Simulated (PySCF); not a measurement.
# Stretching CaCl

Set-up: Ca aug-pcseg-1, Cl aug-pcseg-1; no relativity (PySCF 2.14). Energies in eV from Ca + Cl in their ground configurations at the same level. All curves are PBE0. state 1: ²Σ⁺ (doublet), unpaired electrons σ ↑; state 2: ²Π (doublet), unpaired electrons π ↑, a second solution, started from another occupation; state 3: quartet, unpaired electrons σ ↑, π ↑↑, a second solution, started from another occupation.

| R (Å) | state 1 | state 2 | state 3 |
| --- | --- | --- | --- |
| 2.110 | -3.570 | -1.960 | 3.9204 |
| 2.208 | -4.034 | -2.420 | 3.1717 |
| 2.306 | -4.286 | -2.672 | 2.6428 |
| 2.379 | -4.374 | -2.762 | 2.3523 |
| 2.453 | -4.398 | -2.789 | 2.1304 |
| 2.527 | -4.374 | -2.769 | 1.9616 |
| 2.625 | -4.287 | -2.690 | 1.7983 |
| 2.747 | -4.121 | -2.533 | 1.6653 |
| 2.894 | -3.873 | -2.299 | 1.5753 |
| 3.091 | -3.509 | -1.952 | 1.5246 |

Task: Put a parabola through the three lowest points of the state 1 curve and estimate Re, k and ωe (reduced mass 18.65 u; 1 eV/Å² = 0.16022 mdyn/Å; ωe = 1302.8·√(k/μ) cm⁻¹).

Result: Through R = 2.379, 2.453, 2.527 Å the second-order coefficient is 4.38 eV/Å², so Re ≈ 2.453 Å, k ≈ 1.40 mdyn/Å and ωe ≈ 358 cm⁻¹. A polynomial fit of higher order to the unrounded PBE0 energies gives Re = 2.449 Å, k = 1.44 mdyn/Å, ωe = 362 cm⁻¹; anharmonicity and rounding make the difference.

The higher-order fit for each curve: state 1: Re = 2.449 Å, ωe = 362 cm⁻¹, De = 4.40 eV; state 2: Re = 2.455 Å, ωe = 354 cm⁻¹, minimum 2.79 eV below the ground-state fragments. State 3 gave no clean fit.

Counting both spins, an empty level lies below a filled one in some of these solutions, because spin and occupation are held. The state was picked by a PBE0 search and need not be the measured ground state.
